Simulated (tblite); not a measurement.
Compound: C3H10OSi.
Z-matrix (Å and degrees, GFN2-xTB geometry), rows numbered from 1:
```
C 
C   1  1.5209
O   2  1.3980  1  109.56
Si  3  1.6198  2  128.37  1  -179.88
C   4  1.8873  3  102.96  2   179.92
H   1  1.0864  2  110.12  3  -179.92
H   1  1.0868  2  109.85  3   -59.61
H   1  1.0868  2  109.88  3    59.76
H   2  1.0972  1  110.35  3   120.55
H   2  1.0972  1  110.36  3  -120.53
H   4  1.4704  3  110.93  2    59.67
H   4  1.4704  3  110.94  2   -59.82
H   5  1.0844  4  109.95  3   179.92
H   5  1.0852  4  111.73  3    60.22
H   5  1.0852  4  111.73  3   -60.39
```

Computed with GFN2-xTB (tblite): harmonic, unscaled wavenumbers at the GFN2-xTB geometry, gas phase. Errors from tens to a few hundred cm⁻¹ against measured bands are possible. Modes of hydrogen on silicon can be 10 to 20 % off. One conformer, not necessarily the lowest.

Harmonic wavenumbers (cm⁻¹): 30.0, 93.1, 97.0, 113.1, 214.9, 253.0, 357.7, 490.2, 609.4, 698.1, 771.5, 788.2, 825.8, 827.7, 827.8, 867.1, 1004.8, 1098.1, 1146.3, 1156.3, 1266.9, 1347.0, 1375.5, 1399.7, 1476.4, 1487.9, 1492.7, 1492.7, 1494.7, 2171.9, 2213.4, 2885.0, 2912.9, 3045.5, 3046.2, 3047.0, 3049.1, 3050.1, 3061.9.

A = 10487, B = 1796, C = 1607 MHz; mass 90.050 u (most abundant isotopes); point group Cs, symmetry number 1.

What is the zero-point energy?

½Σν̃ = 26793 cm⁻¹ = 320.52 kJ/mol.

What is S at 298.15 K and 1 bar for an ideal gas of classical rigid rotors and harmonic oscillators?

Translation 164.98, rotation 111.99, vibration 100.41: S = 377.4 J/(mol K).

And Cp and H(298.15 K) − H(0)?

Cp = 124.73 J/(mol K), of which vibrations give 91.48 (their classical limit is 39 R = 324.3); H(298.15 K) − H(0) = 24.51 kJ/mol without the zero-point energy, 14.59 from vibrations.

Blend soft modes into free rotors: weight 1/[1 + (100 cm⁻¹/ν̃)⁴] for the oscillator and the rest for a rotor with moment μB/(μ + B), μ = h/(8π²ν), B = 10⁻⁴⁴ kg m². What vibrational entropy results?

89.33 J/(mol K) in place of 100.41, which changes −T·S at 298.15 K by +3.30 kJ/mol.

Which modes carry the vibrational entropy at 298.15 K?

30.0 cm⁻¹: 24.39; 93.1 cm⁻¹: 15.04; 97.0 cm⁻¹: 14.70; 113.1 cm⁻¹: 13.45; 214.9 cm⁻¹: 8.37; 253.0 cm⁻¹: 7.15 J/(mol K); the other 33 give 17.30 together.

How do the functions run with temperature in this model?

```csv
T (K),S (J/(mol K)),Cp (J/(mol K)),H − H(0) (kJ/mol),G − H(0) (kJ/mol),ln q(vib)
50,233.2,55.0,2.14,-9.52,0.72
100,276.8,71.3,5.33,-22.35,1.94
373.15,407.8,147.0,34.70,-117.46,7.65
500,455.6,180.6,55.54,-172.27,10.06
750,538.9,230.1,107.29,-296.86,14.60
1000,610.0,263.9,169.31,-440.70,18.85
```

q(vib) and H(0) count from the zero-point level.

What must be added to the electronic energy to get the Gibbs energy at 298.15 K and 1 bar?

ZPE + [H(298.15 K) − H(0)] − T·S = 320.52 + 24.51 − 112.52 = 232.51 kJ/mol.

Hindered rotation and anharmonicity are outside this model. Other conformers, if any are populated, would add a mixing term that is left out.
